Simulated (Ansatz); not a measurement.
Relaxation of Cl2F4H2W (9 atoms, charge 0, multiplicity 1), to a largest force component of 0.03 eV/Å in at most 50 steps.

Level of theory: Ansatz, RKS B3LYP-D4/def2-SVP.

```xyz
9
Properties=species:S:1:pos:R:3
W 0.361 0.440 -0.323
H -0.307 -0.326 2.432
F 1.919 0.166 -1.289
Cl -0.007 2.437 -1.374
F -1.237 0.627 0.598
F 0.603 -1.230 0.461
F -0.565 -0.441 -1.675
Cl 1.604 1.456 1.400
H 0.111 -0.003 2.915
```

Task: Where does it end, and by what steps?

Result: It converged. The force dipped under the threshold on the way, but the program's further checks kept it going. After 13 steps the energy has fallen by 0.306 eV; H2 moved furthest, 0.84 Å.

| step | energy less start (eV) | largest force component (eV/Å) | accepted |
| --- | --- | --- | --- |
| 0 | 0.0000 | 1.292 | yes |
| 1 | -0.1948 | 0.194 | yes |
| 2 | -0.2671 | 0.160 | yes |
| 3 | -0.2959 | 0.043 | yes |
| 4 | -0.3037 | 0.031 | yes |
| 5 | -0.2982 | 0.304 | no |
| 6 | -0.3046 | 0.015 | yes |
| 7 | -0.3051 | 0.053 | yes |
| 8 | -0.3053 | 0.009 | yes |
| 9 | -0.3055 | 0.018 | yes |
| 10 | -0.2894 | 0.932 | no |
| 11 | -0.3057 | 0.041 | yes |
| 12 | -0.3043 | 0.347 | no |
| 13 | -0.3060 | 0.010 | yes |

```xyz
9
Properties=species:S:1:pos:R:3
W 0.437 0.509 -0.515
H -0.651 -0.491 3.184
F 1.954 0.232 -1.547
Cl 0.006 2.480 -1.597
F -1.111 0.681 0.494
F 0.730 -1.147 0.288
F -0.553 -0.409 -1.800
Cl 1.679 1.521 1.120
H -0.010 -0.251 3.517
```

Whether the end is a true minimum wasn't checked by a vibrational analysis.

Run time: 44 s on 4 threads of Arm Neoverse V2 (shared host), peak memory 0.39 GiB.
